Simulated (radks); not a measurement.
Spherical quantum dot in the effective-mass picture: electrons in a parabolic well V = omega^2 r^2 / 2 with omega = 2.92, with a point charge +1 (a donor) at the centre, all in effective atomic units (hartree* = m*/eps^2 hartree, bohr* = eps/m* bohr), one dielectric constant everywhere. Calculated with a radial shooting solver with Libxc functionals: non-relativistic Kohn-Sham, r2SCAN, spin-polarised, spherical densities, generalised Kohn-Sham scheme. Levels are named by radial order and angular momentum (1s, 1p, 1d, 2s, ...), and open shells are averaged over m.

N = 7, configuration 1s2 1p(up 3, down 2). This is the lowest configuration that the search found. Occupied and some empty levels:

level,occupation,eigenvalue (hartree*),<r> (bohr*)
1s up,1,9.2460,0.6751
1s down,1,9.3125,0.6720
1p up,3,12.069,0.9389
1p down,2,12.167,0.9401
2s up,0,14.449,1.005
2s down,0,14.515,1.007
1d up,0,14.732,1.116
1d down,0,14.832,1.119
1f up,0,17.458,1.262
1f down,0,17.551,1.267

Energy (hartree*): total 55.6783, kinetic 20.269, external 15.443, Hartree 25.410, exchange-correlation -5.4438.

Electron density:

r (bohr*),n(r) (e/bohr*^3)
0.0833,2.418
0.222,2.022
0.361,1.806
0.500,1.623
0.639,1.389
0.778,1.090
0.918,0.7694
1.06,0.4829
1.20,0.2684
1.33,0.1315
1.47,0.05672
1.61,0.02153
1.75,0.007202
